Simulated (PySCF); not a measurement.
**Electron correlation in O²⁺ (oxygen, charge +2)**

[He] 2s1 2p2 3s1, high-spin 5P determinant (an excited configuration). Calculation: PySCF 2.14, in dyall-acv3z (15s9p4d2f, 76 functions); scalar relativity by spin-free X2C-1e. Frozen: nothing; 6 electrons correlated; the 5 highest virtual orbitals of each spin left out.

| level | correlation energy (mhartree) |
| --- | --- |
| CCSD | -76.42 |
| (T) | -0.22 |
| CCSD(T) | -76.64 |

Diagnostics: T1 = 0.0034, D1 = 0.0113, largest double amplitude 0.043.

Is a single reference adequate?

Yes: T1 lies below 0.03 and no double amplitude reaches 0.07.
